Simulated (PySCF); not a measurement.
UHF on S+ (sulfur, charge +1)

Configuration: [Ne] 3s2 3p2 4s1, high-spin 4P determinant (an excited configuration). All numbers are calculated (PySCF 2.14, the spin-free X2C one-electron Hamiltonian (Gaussian nucleus), in aug-cc-pVQZ-DK (7s6p4d3f2g, 84 functions)).

* Total energy: -397.764101 hartree
* One-electron energy: -540.5555 hartree
* Hartree (Coulomb) energy: 167.4380 hartree
* Exchange energy: -24.6466 hartree
* ⟨S²⟩: 3.7608
* ⟨L²⟩: 2.124
* Sum of ⟨r⟩: 15.01 bohr
* Sum of ⟨r²⟩: 37.55 bohr²
* Traceless quadrupole moment −½Σ⟨3z² − r²⟩ along its main axis: -0.277 e·bohr²
* Langevin diamagnetic susceptibility: -29.7 ×10⁻⁶ cm³/mol

```
shell  electrons  mean orbital energy (hartree)  spread (hartree)  rms radius, mean of both spins (bohr)
 1s α          1                      -93.01938                 0                                  0.112
 1s β          1                      -92.99356                 0                                  0.112
 2s α          1                       -9.76004                 0                                  0.515
 2s β          1                       -9.73068                 0                                  0.515
 2p α          3                       -7.39051           0.02109                                  0.491
 2p β          3                       -7.34519           0.02723                                  0.491
 3s α          1                       -1.55139                 0                                   1.71
 3s β          1                       -1.29646                 0                                   1.71
 3p α          2                       -1.03482                 0                                   1.93
 4s α          1                       -0.34439                 0                                   4.72
```

The outer electron is Rydberg-like, and this basis confines it to a smaller radius and binds it less than a complete one would.

Densities and radii are taken from the X2C orbitals without a picture-change correction, which distorts them close to the nucleus.

Spin-orbit constants ζ (cm⁻¹) from the X2C one-electron operator on these orbitals: bare nucleus, nucleus screened by l(l+1)(2l+1)/3 electrons, and screened by the Breit-Pauli mean field of the electrons.

| shell | bare | screened nucleus | mean field |
| --- | --- | --- | --- |
| 2p | 7500 | 6562 | 6140 |
| 3p | 607.8 | 531.9 | 491.4 |

To first order the Landé constant is A = 163.8 cm⁻¹, so the lowest level has J = 1/2 and lies 0.0508 eV below the centre of the term. This holds in LS coupling only.
